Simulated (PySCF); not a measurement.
Molecule: `InChI=1S/C3H4FN3/c4-1-3-5-2-6-7-3/h2H,1H2,(H,5,6,7)`.

Bonds (- single, = double, # triple, : aromatic): F1-C2, C2-C3, C3:N4, N4:C5, C5:N6, N6:N7, N7:C3. C2 carries H8, H9; C5 carries H10; N6 carries H11.

Frames of a GFN2-xTB Langevin trajectory at 300 K; GIAO PBE0/pcSseg-1 shieldings in PySCF 2.14, gas phase, non-relativistic; equivalent atoms averaged within each frame.

Scale: CFCl3 for ¹⁹F (σref 170.95); ¹³C (σref 186.93), ¹H (σref 31.72) vs TMS; ¹⁵N (σref 267.73) against NH3 (reference shieldings calculated alike). The references are static minima.

Q: How do the shifts (ppm) fluctuate along the trajectory?

A: 
```csv
time (fs),F1,C3,C5,C2,N7,N4,N6,H11,H10,H8/H9
optimised geometry,-238.2,164.7,146.3,81.2,336.2,297.7,227.6,10.21,8.06,5.87
250,-257.1,167.4,149.3,77.2,330.3,309.4,223.7,11.28,8.42,5.71
425,-244.9,159.2,145.3,84.1,315.2,288.3,218.8,10.38,8.36,6.29
625,-247.0,158.5,147.3,81.8,347.6,298.5,226.8,9.65,8.52,6.24
800,-259.3,165.2,147.8,87.8,326.0,285.7,223.7,9.53,8.84,6.77
1000,-240.1,167.2,148.4,81.5,355.1,298.5,228.4,9.85,8.43,5.64
mean of frames,-249.7,163.5,147.6,82.5,334.8,296.1,224.3,10.14,8.51,6.13
standard deviation,8.2,4.3,1.5,3.9,16.3,9.5,3.7,0.71,0.19,0.46
```

5 frames give an uncertainty of the mean of about the standard deviation over 2.2 at best, since frames this close in time may not be independent; classical motion lacks zero-point vibration, and the reference would need the same averaging.
